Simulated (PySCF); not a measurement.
Molecular orbitals of SiBr⁺

LDA at R = 2.114 Å; PySCF, no relativity, basis sets Si def2-TZVPPD, Br def2-TZVPPD. State: ¹Σ⁺ (singlet), closed shell. Only the outer orbitals are listed, counted within each symmetry.

```json
{"orbital": "10σ", "occ.": "2", "ε (eV)": "-26.99", "on Si (%)": "9", "main shells (%)": "89 Br s"}
{"orbital": "11σ", "occ.": "2", "ε (eV)": "-18.97", "on Si (%)": "60", "main shells (%)": "58 Si s, 30 Br p, 10 Br s"}
{"orbital": "5π", "occ.": "2", "ε (eV)": "-14.93", "on Si (%)": "15", "main shells (%)": "84 Br p, 12 Si p"}
{"orbital": "5π", "occ.": "2", "ε (eV)": "-14.93", "on Si (%)": "15", "main shells (%)": "84 Br p, 12 Si p"}
{"orbital": "12σ", "occ.": "2", "ε (eV)": "-14.54", "on Si (%)": "63", "main shells (%)": "37 Br p, 34 Si s, 28 Si p"}
{"orbital": "6π", "occ.": "0", "ε (eV)": "-10.42", "on Si (%)": "86", "main shells (%)": "86 Si p, 12 Br p"}
{"orbital": "6π", "occ.": "0", "ε (eV)": "-10.42", "on Si (%)": "86", "main shells (%)": "86 Si p, 12 Br p"}
{"orbital": "13σ", "occ.": "0", "ε (eV)": "-6.95", "on Si (%)": "75", "main shells (%)": "56 Si p, 16 Br p, 15 Si d"}
```

Which are the highest filled and the lowest empty level, where do they sit, and how wide is the gap?

Highest filled 12σ at -14.54 eV (in %: 37 Br p, 34 Si s, 28 Si p); lowest empty 6π at -10.42 eV (in %: 86 Si p, 12 Br p); the gap at LDA is 4.12 eV.

```json
{
 "bond order (Mayer)": "1.76",
 "⟨S²⟩": "0.000",
 "charge on Si (Mulliken, basis-dependent)": "0.75",
 "charge on Si (Löwdin, basis-dependent)": "0.57",
 "dipole moment (positive dipole points towards Br; it is taken about the centre of mass and depends on that origin)": "-4.47 D",
 "polarisability along the bond": "55.1 bohr³",
 "polarisability across the bond": "31.3 bohr³"
}
```
